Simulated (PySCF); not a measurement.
Ionising SnF

PBE; basis Sn x2c-SVPall, F x2c-SVPall; spin-free X2C with a Gaussian nucleus; PySCF 2.14. Neutral (UKS): doublet (π ↑), Re = 1.980 Å, ωe = 586 cm⁻¹, De = 5.15 eV, HOMO -3.71 eV, LUMO -3.63 eV.

SnF⁺ (UKS): singlet (closed shell), Re = 1.922 Å, ωe = 671 cm⁻¹, De = 5.49 eV to Sn⁺ + F. The energies at the minima are -6275.18283 hartree for SnF and -6274.92797 for SnF⁺.

Work out the adiabatic ionisation energy, without and with harmonic zero-point energies (1 hartree = 27.2114 eV, 1 eV = 8065.5 cm⁻¹), and the change of the bond length.

At PBE: 0.25486 hartree = 6.935 eV between the minima; the zero-point term (671.0 − 586.0)/2 cm⁻¹ = +0.005 eV makes it 6.940 eV. Re changes by -5.8 pm against the neutral. The electron leaves a π orbital, and the shorter bond of the ion fits an antibonding orbital, or a change in how ionic the bond is.

These are scalar-relativistic numbers at best; spin–orbit coupling would shift them, the dissociation energy most. For an ion De counts to the pair picked by the measured ionisation energies or electron affinities, which need not be the lowest pair at this level. States were picked by a PBE0 search and need not be the measured ground states.
